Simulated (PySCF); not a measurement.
A structure optimised at B3LYP-D3(BJ)/def2-SVP, used in a PySCF frequency run:

```
W
S 1 2.0912
Cl 1 2.2156 2 106.88
Cl 1 2.2156 2 106.88 3 120.00
Cl 1 2.2156 2 106.88 4 120.00
```
Charge +1, spin multiplicity 1.

Task: Write its SMILES, formula and point group.

Result: [S]=[W+]([Cl])([Cl])[Cl], Cl3SW, C3v

Task: What are its rotational constants (standard atomic weights)?

Result: 1.1941, 1.1941, 1.0571 GHz
